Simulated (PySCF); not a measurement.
C4H8SSi2.
InChI=1S/C4H8SSi2/c1-2-5-7-4-3-6/h2H,1,7H2,6H3

Computed, not measured: TDDFT CAM-B3LYP/def2-SVPD, vertical, gas phase, core orbitals frozen in the response in PySCF. Isolated species at its GFN2-xTB geometry (one conformer only). Torsions of this conformer, `[CH2:1]=[CH:2][S:3][SiH2:4][C:5]#[C:6][SiH3:7]`: C1–C2–S3–Si4 5°, C2–S3–Si4–C5 -63°.

Predict the UV-vis stick spectrum at this level.

```tsv
state	E (eV)	λ (nm)	f	|μ| (D)	main configurations (H = HOMO, L = LUMO)
S1	5.09	243.5	0.012	0.77	H→L (88%)
S2	5.55	223.3	0.0035	0.41	H-2→L (37%), H-1→L+1 (26%), H→L+1 (18%)
S3	5.62	220.6	0.027	1.14	H→L+1 (53%), H-2→L (29%)
S4	5.79	214.3	0.042	1.38	H-1→L (35%), H-2→L+1 (25%), H→L+2 (16%)
S5	5.86	211.6	0.060	1.64	H→L+2 (26%), H→L+3 (19%), H→L+5 (9%)
S6	5.86	211.5	0.029	1.14	H-1→L+1 (44%), H-2→L (17%), H→L+2 (9%)
S7	6.15	201.5	0.0079	0.58	H→L+5 (24%), H→L+4 (16%), H→L+7 (15%)
S8	6.35	195.1	0.0047	0.44	H→L+3 (43%), H→L+5 (19%), H→L+6 (14%)
```

Triplets (Tamm–Dancoff): T1 3.96 eV, H→L+3 (37%), H→L+2 (35%); T2 4.61 eV, H-1→L (43%), H-2→L+1 (24%); T3 4.87 eV, H→L (67%), H-2→L+1 (11%).

The lowest singlet comes at 244 nm (491 kJ/mol) in the ultraviolet; it is weak; its leading configuration is HOMO→LUMO (88%). The strongest level in the table is S5 at 5.86 eV (212 nm, f = 0.060). S5/S6 lie within about 0.01 eV of each other. Löwdin shares by element: HOMO sulfur 48%, carbon 40% or more, silicon 5% or more; LUMO carbon 44% or more, silicon 19% or more, sulfur 13% (atoms not listed hold the other 24%). The listed states span 1.26 eV, and the widest gap between neighbours is 0.46 eV (S1 to S2). Of the 8 states listed, 5 reach f = 0.01 and none stays under 0.0005. Orbital energies (eV): HOMO-3 -10.45, HOMO-2 -9.63, HOMO-1 -9.44, HOMO -7.83, LUMO 0.12, LUMO+1 0.44, LUMO+2 0.86. The window holds the lowest 8 singlets.

The run took 1.7 min of wall time on an Intel Xeon at 2.50 GHz with one thread, no GPU, shared host, and the process peaked at 1.0 GiB of memory.
